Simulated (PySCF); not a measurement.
Compound: F5Ge2H.
Bonds: F1–Ge2, Ge2–F3, Ge2–Ge4, Ge4–F5, Ge4–F6, Ge4–F7. Hydrogens: H8 on Ge2.

Level of theory: PySCF, PBE0-D3(BJ)/def2-SVP geometry optimisation, gas phase.

Q: List the bond lengths, angles and torsions at this level.

A: 
```csv
bond,length (pm)
"F1–Ge2, Ge2–F3",172.5
Ge2–Ge4,242.6
"Ge4–F5, Ge4–F6, Ge4–F7",171.8
Ge2–H8,152.8
```

Bonds in one row agree within 1 pm and their mean is given. A selection of angles:
```csv
angle,degrees
F1–Ge2–F3,105.9
F1–Ge2–Ge4,105.9
F1–Ge2–H8,109.7
F3–Ge2–Ge4,106.9
Ge4–Ge2–H8,118.2
Ge2–Ge4–F5,114.4
Ge2–Ge4–F6,111.5
F5–Ge4–F6,106.8
F6–Ge4–F7,105.9
```

Dihedral angles: F1–Ge2–Ge4–F5 -61° (synclinal). The mirror-image conformer, all signs reversed, is as good.

Ge4 (germanium bonded to 3 F and Ge) is distorted tetrahedral (angles from 105.9° to 114.4°). Ge2 (germanium bonded to 2 F, Ge and H) is distorted tetrahedral (angles from 105.9° to 118.2°).

Point group: near Cs, missed by 0.13 Å at most; the miss may be what the optimiser left on a soft mode. PBE0-D3(BJ)/def2-SVP frequencies: not computed here.
